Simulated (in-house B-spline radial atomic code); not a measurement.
RPA and G0W0 on r2SCAN0: neutral silver

Configuration [Kr] 4d10 5s1, highest spin, mean-field start r2SCAN0. Computed with a B-spline radial code for spherical atoms: all electrons, non-relativistic, point nucleus, each spin shell either full or empty, empty states to l = 9 with an (l + 1/2)⁻⁴ tail; G0W0 by contour deformation at full frequency.

Without relativity these are model numbers: it shifts the levels of so heavy an element strongly and can reorder them.

Command:
```bash
python run_gw.py task.json out
```
Settings (radii: box in bohr, nucleus in fm):
```
Z                        47
electrons                47
configuration            [Kr] 4d10 5s1
hamiltonian              nr
method                   r2scan0
lmax                     9
spin_polarised           True
box_radius               40
intervals                57
ion_configuration        [Kr] 4d10
```

Run time, properties included: 5.3 s on 1 thread of Arm Neoverse V2, with other jobs on the host.

Energies (hartree):

```tsv
term	value
mean-field total	-5200.09938
Hartree-Fock functional on these orbitals	-5197.68560
direct second order	-4.0053
second-order exchange	1.1105
SOSEX correction	1.023
```

Q: What is the RPA correlation energy, and what remains with SOSEX?

A: RPA gives -3.4753 hartree (-2.01 eV per electron); RPA + SOSEX gives -2.4523, and the second-order doubles -2.8948 hartree (no singles). RPA lacks exchange-type terms and so overcorrelates at short range.

Quasi-particle levels (eV):

| level | occupied | mean field | Σx - vxc | Σc | QP weight | G0W0 |
| --- | --- | --- | --- | --- | --- | --- |
| 5s up | yes | -5.073 | -1.04 | ? | ? | ? |
| 5s down | no | -2.614 | 4.40 | -0.17 | 0.937 | 1.610 |

G0W0 = mean field + (Σx - vxc) + Σc, with Σc (partial-wave tail included) taken at the quasi-particle energy. Only the outer levels were computed. Levels of low weight are left out. An empty level above zero is unbound and depends on the box.

Q: Where does G0W0 put 5s up?

A: At -7.325 eV, with Σc = -1.21 eV and a quasi-particle weight of 0.920. The tabulated removal energy is 7.576 eV (NIST, measured); the calculation leaves out relativity, Breit and QED terms, and what these don't explain is the method's own error.

Q: What does it cost to remove one electron (to [Kr] 4d10) by differences of total energies, each species on its own start (correlation terms add to the Hartree-Fock functional)?

A: r2SCAN0 7.030 eV, Hartree-Fock functional 5.815 eV, + RPA 7.338 eV, + RPA + SOSEX 6.768 eV, + second order 7.686 eV. Tabulated: 7.576 eV (NIST, measured); the calculation leaves out relativity, Breit and QED terms, and what these don't explain is the method's own error.
